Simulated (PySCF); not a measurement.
This script is equivalent to a calculation on Ar (argon, neutral).

```python
from pyscf import gto, scf, dft, mp, cc
import basis_set_exchange as bse
mol = gto.M(atom="Ar 0 0 0", charge=0, spin=0, symmetry="D2h",
            basis=gto.basis.parse(bse.get_basis("aug-cc-pwCVQZ", elements=["Ar"], fmt="nwchem", header=False)))
mf = dft.UKS(mol, xc="0.53*HF + 0.47*B88, 0.73*LYP")
mf.irrep_nelec = {'Ag': (3, 3), 'B1u': (2, 2), 'B2u': (2, 2), 'B3u': (2, 2)}
mf.kernel()
```

Task: What total energy does it give?

Result: -527.353 hartree (calculated), before the PT2 part.

Task: Which occupied shell lies highest, and where?

Result: 3p, at -13.514 eV.
